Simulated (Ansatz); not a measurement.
Al₂S₂: single points at one geometry.

```yaml
crystal:
  periodic: [false, false, false]
  atoms:
    - {symbol: Al, position_ang: [2.067654, 1.020778, -0.812032]}
    - {symbol: Al, position_ang: [-0.745405, -0.384895, 0.297367]}
    - {symbol: S, position_ang: [1.267432, -0.984853, -0.056943]}
    - {symbol: S, position_ang: [-2.589680, 0.348970, 0.571597]}
basis:
  gaussian: {orbitals: 6-31G}
hamiltonian: {xc: hf}
scf: {omitted_lower_state_checks: [starts]}
output: {orbitals: {seedname: orbitals}}
```

The file start.molden holds the orbitals of an earlier run on this structure, at another level or in another basis.

```sh
$ ansatz run in.yaml --threads 2 --pin off --events-out ev --progress --plain --max-ram 4352MiB
```

It prints (some lines left out):

```
Functional definition: HF
557 factors; integrals over basis functions are off by at most 8.9e-5 eV
mean field evaluation 1: about -34796.9255 eV, gradient 2.3e1 eV
mean field evaluation 2: about -34796.9325 eV, gradient 2.3e1 eV
mean field evaluation 4: about -34799.2857 eV, gradient 1.8e0 eV
mean field evaluation 8: about -34799.3125 eV, gradient 6.3e-4 eV
mean field -34799.31246672 eV, -1278.8511453308 hartree, gradient 1.1e-5 eV, S^2 0.000000; 0 other end points of the search recorded, 0 dependent functions left out
reference -34799.31246672 eV, -1278.8511453308 hartree; 29, 29 occupied and 23, 23 virtual orbitals, 557 factors
Total energy: -34799.31246672 eV, -1278.8511453308 hartree
Checks for a lower state left out: starts
```

Run time 0.25 s (2 threads of Arm Neoverse V2 on a shared host).

As the first input, with `gaussian: {orbitals: def2-TZVP, initial_orbitals: start.molden}` (abridged; 1.1 s):

```
Functional definition: HF
mean field -34804.46969725 eV, -1279.0406700572 hartree, gradient 2.5e-5 eV, S^2 0.000000
Total energy: -34804.46969725 eV, -1279.0406700572 hartree
Checks for a lower state left out: starts
```

As the first input, with `gaussian: {orbitals: def2-TZVP, initial_orbitals: start.molden}`, `hamiltonian: {xc: r2scan, dispersion: d4}` (abridged; 3.3 s):

```
Functional definition: r2SCAN
mean field -34865.15473442 eV, -1281.2708040394 hartree, gradient 2.5e-5 eV, S^2 0.000000
Total energy: -34865.19613160 eV, -1281.2723253577 hartree
Checks for a lower state left out: starts
```

As the first input, with `gaussian: {orbitals: def2-TZVPD, initial_orbitals: start.molden}`, `correlation: {method: ccsd_t}` and without the key `hamiltonian` (abridged; 8.5 s):

```
Functional definition: HF
mean field -34804.49541528 eV, -1279.0416151773 hartree, gradient 4.6e-6 eV, S^2 0.000000
20 core orbitals not correlated: weight in the atoms' cores, before any rotation towards them, 1.000 or more for the frozen orbitals, at most 0.000 for the correlated occupied ones
second order -12.25086105 eV of doubles, -0.00000000 eV of singles
cycle   1  -12.81593218 eV  change   -5.7e-1 eV  update   1.1e-1
cycle   2  -13.18189566 eV  change   -3.7e-1 eV  update   3.9e-2
cycle   3  -13.30471649 eV  change   -1.2e-1 eV  update   2.4e-2
cycle   4  -13.29367203 eV  change    1.1e-2 eV  update   5.9e-3
cycle   5  -13.29059324 eV  change    3.1e-3 eV  update   2.6e-3
cycle   6  -13.29084020 eV  change   -2.5e-4 eV  update   8.5e-4
cycle   7  -13.29072484 eV  change    1.2e-4 eV  update   4.0e-4
cycle   8  -13.29066691 eV  change    5.8e-5 eV  update   1.7e-4
cycle   9  -13.29072895 eV  change   -6.2e-5 eV  update   8.0e-5
cycle  10  -13.29073333 eV  change   -4.4e-6 eV  update   3.1e-5
cycle  11  -13.29071311 eV  change    2.0e-5 eV  update   1.4e-5
perturbative correction -0.78331700 eV, -0.0287863687 hartree
Total energy: -34818.56944539 eV, -1279.5588262440 hartree
Checks for a lower state left out: starts
```

The first input with `gaussian: {orbitals: def2-TZVP, initial_orbitals: start.molden}`, `hamiltonian: {xc: {text: "exchange = 0.95*pbe_x + 0.05*exact_x\ncorrelation = pbe_c"}}` (abridged; 2 s):

```
Functional definition: unnamed
mean field -34852.15750276 eV, -1280.7931645855 hartree, gradient 2.5e-5 eV, S^2 0.000000
Total energy: -34852.15753526 eV, -1280.7931657801 hartree
Checks for a lower state left out: starts
```

As the first input, with `gaussian: {orbitals: def2-SVP, initial_orbitals: start.molden}`, `hamiltonian: {xc: pbe0, dispersion: d4}` (abridged; 0.9 s):

```
Functional definition: PBE0
mean field -34842.32521686 eV, -1280.4318347433 hartree, gradient 2.2e-5 eV, S^2 0.000000
Total energy: -34842.49608413 eV, -1280.4381139997 hartree
Checks for a lower state left out: starts
```

First input, but with `gaussian: {orbitals: def2-TZVP, initial_orbitals: start.molden}`, `hamiltonian: {xc: pbe, dispersion: d4}` (abridged; 1.4 s):

```
Functional definition: PBE
mean field -34851.62162646 eV, -1280.7734714946 hartree, gradient 1.8e-5 eV, S^2 0.000000
Total energy: -34851.81883442 eV, -1280.7807187538 hartree
Checks for a lower state left out: starts
```

Geometry: PBE0-D4/def2-TZVP.

Correlated methods freeze 20 core orbitals. The structure comes from a short search, and lower isomers may exist.
